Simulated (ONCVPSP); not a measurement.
## Configuration tests for copper (Cu) (ONCV)

- Element: copper (Cu)
- Generator: ONCVPSP 4.0.1
- Type: optimised norm-conserving Vanderbilt (ONCV)
- Functional: LDA (Perdew-Wang 92)
- Relativity: non-relativistic
- Frozen core: [Ar]
- Valence charge: 11
- Reference configuration: 3d9 4s2
- Partial waves: 4s: rc 1.75 bohr, ncon 3, nbas 6, qcut 3.2 1/bohr, 2 projectors, debl 2.1 Ha; p scattering state at 0.03 Ha: rc 1.55 bohr, ncon 5, nbas 10, qcut 5.6 1/bohr, 2 projectors, debl 1 Ha; 3d: rc 1.25 bohr, ncon 3, nbas 8, qcut 13.5 1/bohr, 2 projectors, debl 3.3 Ha
- Local potential: polynomial inside 0.95 bohr (lpopt 3, dvloc0 -1 Ha)
- Core correction: none

Energies are relative to the spin-unpolarised reference configuration 3d9 4s2; without spin polarisation the order of configurations can differ from experiment.

```tsv
valence configuration	charge	ΔE all-electron (eV)	error AE − PS (meV)
3d10 4s0	+1	5.738	-145
3d9 4s0	+2	27.578	+1.2
```

Task: What are ΔE and the potential's error for 3d7 4s0?

Result: ΔE = 127.626 eV all-electron; the error (AE − PS) is -83 meV.

Task: What are ΔE and the potential's error for 3d10 4s1?

Result: ΔE = -2.448 eV all-electron; the error (AE − PS) is -79 meV.

Note: ghosts flagged at negative energy: s at -12.5 eV, p at -72.1 eV; no localised positive-energy state flagged. A true bound ghost makes a file unfit for plane-wave use.
